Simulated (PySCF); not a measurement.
## Name the molecule from its bond curve

A diatomic of charge 0 contains In. Its triplet curve at UHF in a double-zeta basis (scalar-relativistic core potentials, PySCF), in eV from the separated fragments:

R (Å), E (eV) and a bar:
```
    2.097     -0.387 ##############################
    2.194     -0.682 ##############
    2.292     -0.846 ####
    2.365     -0.905 #
    2.438     -0.925 
    2.511     -0.913 #
    2.609     -0.863 ###
    2.731     -0.765 #########
    2.877     -0.623 #################
    3.072     -0.440 ###########################
```

The fit gives ωe = 390 cm⁻¹ and the rotational constant Bₑ = 0.2810 cm⁻¹.

Q: Which atom is the partner?

A: The minimum lies at 2.444 Å, so the reduced mass is 16.8576 u Å² cm⁻¹/(Bₑ·Re²) = 10.04 u. With In at 114.90 u the partner weighs about 11.0 u: B. The molecule is InB.

Spin–orbit coupling is left out. The state was picked by a PBE0 search and need not be the measured ground state.
